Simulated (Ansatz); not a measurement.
Frontier orbitals of `[F][GeH]([F])[O][SiH3]`.

Cartesian coordinates in Å:
```
F -1.366 1.895 0.717
Ge -0.526 0.551 1.379
F -1.712 -0.685 1.507
O 0.671 0.041 0.240
Si 0.701 -0.544 -1.305
H 0.064 0.890 2.735
H -0.626 -0.378 -1.949
H 1.729 0.213 -2.058
H 1.064 -1.982 -1.266
```

The species carries charge 0 and has multiplicity 1. Correlated methods include outer-core shells of Ge, which these sets cover unevenly. Scalar relativity is left out up to krypton. The geometry is a stationary point of PBE0-D4/def2-TZVP. It is one conformer, not always the lowest. Basis def2-TZVPP, Ansatz.

```json
{"functional": "LDA (SPW92)", "HOMO (eV)": "-7.87", "LUMO (eV)": "-1.77", "gap (eV)": "6.10"}
{"functional": "PBE", "HOMO (eV)": "-7.78", "LUMO (eV)": "-1.48", "gap (eV)": "6.30"}
{"functional": "r2SCAN", "HOMO (eV)": "-8.16", "LUMO (eV)": "-1.08", "gap (eV)": "7.08"}
{"functional": "PBE0", "HOMO (eV)": "-9.25", "LUMO (eV)": "-0.48", "gap (eV)": "8.77"}
{"functional": "ωB97X-V", "HOMO (eV)": "-11.71", "LUMO (eV)": "1.64", "gap (eV)": "13.35"}
{"functional": "ωB97M-V", "HOMO (eV)": "-11.55", "LUMO (eV)": "1.35", "gap (eV)": "12.90"}
```

Against PBE, PBE0 changes HOMO and LUMO by −1.47 and +1.00 eV, ωB97M-V by −3.77 and +2.83 eV. A gap of 6.31 eV thus becomes 12.90 eV for the same molecule, so an orbital gap means little without its functional. A positive LUMO is unbound and depends on the basis.
